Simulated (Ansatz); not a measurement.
Consider the cleavage of the B–Si bond: `C[SiH2]B(N)Cl` + `[OH][GeH3]` → `NB(Cl)[O][GeH3]` + `C[SiH3]`.

Computed with Ansatz on PBE0-D4/def2-TZVP structures; ΔE is electronic, products minus reactants. CCSD(T)/CBS adds triple-zeta CCSD(T) − MP2 to the extrapolated MP2 energy (def2 sets, frozen cores). This one scheme is used for every species. DFT in def2-TZVPP. For Ge outer-core shells are correlated without core-valence functions, which leaves a few kJ/mol of doubt a bond. Scalar relativity is left out up to krypton. Each species was taken in one conformer, which may not be the lowest.

**Question.** Is it downhill or uphill in electronic energy at CCSD(T)/CBS, and by how much? (Estimate.)

**Answer.** Computed: Downhill: ΔE = -128.0 kJ/mol.

**Question.** What do these levels give: BLYP-D4, r2SCANh-D4, r2SCAN0-D4, r2SCAN, LC-ωPBE, MP2/def2-QZVPP? (Best estimate.)

**Answer.** Computed: BLYP-D4 -125.4, r2SCANh-D4 -129.9, r2SCAN0-D4 -132.2, r2SCAN -128.6, LC-ωPBE -126.4, MP2/def2-QZVPP -132.0 kJ/mol.

Largest T1 diagnostic among the species: 0.012.

From BLYP to BHLYP (50 % exact exchange), in def2-TZVPP and without D4, ΔE moves by −16.7 kJ/mol. In def2-TZVPP, CCSD(T) changes the Hartree–Fock value by +23.8 kJ/mol (the triples alone add +3.2 kJ/mol) and MP2 by +21.5 kJ/mol.
